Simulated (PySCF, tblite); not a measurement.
**Question.** What does the GFN2-xTB structure of InChI=1S/C6H7O2P/c1-3-5-6(7-2)8-4-9-5/h3-4H,1H2,2H3 look like in three dimensions?

**Answer.** 
```xyz
16
C6H7O2P angstrom
C      3.078    0.619    0.452
C      1.943   -0.033    0.240
C      0.650    0.608    0.143
P      0.304    2.352    0.278
C     -1.337    1.980    0.034
O     -1.631    0.670   -0.138
C     -0.523   -0.071   -0.075
O     -0.630   -1.401   -0.224
C     -1.934   -1.904   -0.440
H      3.088    1.692    0.565
H      4.024    0.110    0.518
H      1.924   -1.109    0.126
H     -2.187    2.638   -0.005
H     -2.367   -1.491   -1.355
H     -1.821   -2.982   -0.535
H     -2.589   -1.670    0.403
```

Orientation and origin are arbitrary. Atoms count from 1 in this order. The 4 C–O bonds span 1.334 Å (O6–C7, aromatic) to 1.414 Å (O8–C9, drawn single), a spread of 0.080 Å. The C–P distances run from 1.701 Å (P4–C5, aromatic) to 1.784 Å (C3–P4, aromatic), a spread of 0.083 Å. The 9 heavy atoms lie in one plane (0.000 Å rms). The C–C distances run from 1.327 Å (C1=C2, drawn double) to 1.446 Å (C2–C3, drawn single), a spread of 0.119 Å.

Bonds between heavy atoms (Å): C1=C2 1.327, C2–C3 1.446, C3–P4 1.784, P4–C5 1.701, C5–O6 1.353, O6–C7 1.334, C7–O8 1.342, O8–C9 1.414, C3–C7 1.373.

The geometry is computed with GFN2-xTB (gas phase).

Point group: Cs (tolerance 0.08 Å). Its GFN2-xTB frequencies are all real (lowest 76 cm⁻¹). The numbers are those of one conformer (C1–C2–C3–P4 0°, O6–C7–O8–C9 0°).
